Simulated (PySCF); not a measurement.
# What a mistake does to a calculation on AlClGeH4N cation

Calculated results; nothing here was measured. They come from PySCF 2.14.0, an open-source quantum chemistry program, on an isolated molecule that a program drew, which may never have been made. The molecule is AlClGeH4N cation (charge +1, singlet), drawn as the SMILES string `[AlH2][NH][GeH+][Cl]`.

Each row is a Hartree-Fock (HF) and frozen-core CCSD(T) single point in the cc-pV(D+d)Z basis, meant for a local HF minimum. Run 1 is clean. Each other run has one planted mistake out of seven kinds, and not every kind appears here: one electron removed, one electron added, multiplicity raised by two, geometry at a saddle point, minimal basis STO-3G, one bond length entered in bohr, all coordinates scaled. The reference is restricted for singlets and unrestricted otherwise, and also for a bond in bohr. Adding or removing an electron swaps singlet and doublet. Electrons count all cores. HOMO and LUMO are orbital energies over both spins, the gradient is its largest component, and the lowest frequency (negative if imaginary) is given only where the gradient is small. Bond lengths are over the 7 bonds as drawn. T1 is the CCSD diagnostic: over 0.02 (restricted) or 0.045 (unrestricted) a single reference is doubtful. Germanium has the cc-pVDZ-PP basis, with a core potential (ECP10MDF) in place of its 10 inner electrons, and its 3s, 3p and 3d shells are frozen in CCSD(T).

Geometry of the clean run:
```xyz
8
AlClGeH4N cation, angstrom
Al    0.2790    0.4350   -1.5873
N    -1.5904    0.2415   -1.4725
Ge   -2.6336   -0.6472   -0.4183
Cl   -1.7931   -1.7882    1.0873
H     1.0404   -0.3802   -0.5014
H     0.7046    1.3763   -2.7503
H    -2.1159    0.7598   -2.1662
H    -4.1350   -0.6531   -0.5157
```

```
run,electrons,basis functions,<S^2>,HOMO (eV),LUMO (eV),gradient (hartree/bohr),lowest frequency (cm^-1),mean bond (Å),longest bond (Å),T1,HF (hartree),CCSD(T) (hartree),mistake
1,72,103,0.000,-16.10,-4.28,2.4e-05,109,1.6156,2.068,0.0155,-1051.39568,-1051.90218,no fault
2,73,103,0.768,-5.77,1.43,6.4e-02,-,1.6156,2.068,0.0201,-1051.57962,-1052.09519,one electron added
3,71,103,0.846,-21.72,-13.81,7.2e-02,-,1.6156,2.068,0.0217,-1050.84720,-1051.32955,one electron removed
4,72,103,0.728,-16.13,-4.31,1.9e-02,-,1.7444,2.068,0.0614,-1051.25456,-1051.76225,?
```

**Which mistake was planted in run 4, and what did it cost?**

The mean bond changes by a factor of 1.080 and the longest by 1.000, so the molecule wasn't scaled as a whole. A length L in bohr read as angstrom grows by (1/0.5292 - 1) L = 0.890 L. The 7 bonds together grew by 7 x 0.1288 = 0.902 Å, which gives L = 1.013 Å. That is bond N2-H7, 1.013 Å in the clean geometry. So the mistake is: one bond length entered in bohr. Subtracting run 1 and multiplying by 627.51 kcal/mol a hartree, the energy moved by 88.6 kcal/mol in HF and 87.8 kcal/mol in CCSD(T).

Cautions from the logs. Run 4: T1 is over the limit, so its CCSD(T) energy is less reliable.
